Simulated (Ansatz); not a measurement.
Coupled-cluster diagnostics for the cluster Rb₂F₃, Ansatz.

Geometry of the doublet (PBE0-D4/def2-SVP):

```tsv
atom	x (Å)	y (Å)	z (Å)
Rb1	-0.2444	-1.7213	0.7696
Rb2	0.2258	1.8825	-0.1370
F3	-0.0564	0.4815	1.8849
F4	-0.9307	-0.2091	-1.3148
F5	1.0056	-0.4335	-1.2026
```

In the def2 sets Rb takes a core potential; there is no spin–orbit coupling. Correlated methods freeze 3 core orbitals; core or outer-core shells of Rb are correlated, in sets that lack core-valence functions. In CCSD on the charge 0 doublet the largest single amplitude is 0.15, so its Hartree–Fock determinant may place the open shell otherwise than the density functionals do. In the doublet, F4 and F5 lie 1.95 Å apart (atoms count from 1), so these atoms are partly bonded to each other. In the quartet, F4 and F5 lie 1.93 Å apart, F3 and F5 lie 1.93 Å apart (atoms count from 1), so these atoms are partly bonded to each other. The structure comes from a short search, and lower isomers may exist.

Geometry of the charge 0 quartet (PBE0-D4/def2-SVP):

```xyz
5

Rb    1.874    0.819   -0.928
Rb   -1.878    0.448    1.147
F    -0.745    0.193   -1.313
F     0.746   -0.259    1.303
F     0.004   -1.202   -0.208
```

(1) Estimate the CCSD(T) correlation energy, the shares of MP2 and (T), T1 and the reference's ⟨S²⟩ for: charge 0, doublet, own geometry in def2-SVP; charge 0, quartet, own geometry in def2-SVP; and the rough time on 4 threads of Arm Neoverse V2 on a shared host.

Results:

(1) 
```
                          state     basis  correlation (eV)  MP2 share (%)  (T) share (%)     T1  ⟨S²⟩ (pure)  wall time
charge 0, doublet, own geometry  def2-SVP           -19.442           94.6            1.4  0.031  0.77 (0.75)       27 s
charge 0, quartet, own geometry  def2-SVP           -18.628           91.5            1.8  0.041  3.77 (3.75)       11 s
```
Customary marks for T1 are 0.02 (closed shells), 0.045 (open shells) and about 0.05 (3d metals). T1 exceeds 0.02 in 2 of 2 rows and 0.045 in 0; the higher it lies, the less the single-reference result can be trusted.
